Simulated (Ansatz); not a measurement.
Coupled-cluster diagnostics for the cluster Cu₃Cl₃⁺, Ansatz.

Geometry of the doublet (r2SCAN-D4/def2-SVP):

Cartesian coordinates in Å:
```
Cu 0.6312 -1.3437 -0.2568
Cu -0.6858 0.2242 1.3213
Cu 0.0620 1.1771 -1.1168
Cl -1.0514 2.1869 0.4593
Cl 1.1418 -0.4061 -2.1512
Cl -0.0977 -1.8385 1.7442
```

Correlated methods freeze 42 core orbitals. The structure comes from a short search, and lower isomers may exist.

Estimate the CCSD(T) correlation energy, the shares of MP2 and (T), T1 and the reference's ⟨S²⟩ for: charge 1, doublet, own geometry in def2-SVP; and the rough time on 4 threads of Intel Xeon Platinum 8488C on a shared host.


```json
{"state": "charge 1, doublet, own geometry", "basis": "def2-SVP", "correlation (eV)": "-34.796", "MP2 share (%)": "98.9", "(T) share (%)": "4.2", "T1": "0.057", "⟨S²⟩ (pure)": "0.76 (0.75)", "wall time": "1.7 min", "remarks": "large T1"}
```
Customary marks for T1 are 0.02 (closed shells), 0.045 (open shells) and about 0.05 (3d metals). T1 exceeds 0.02 in 1 of 1 rows and 0.045 in 1; the higher it lies, the less the single-reference result can be trusted.
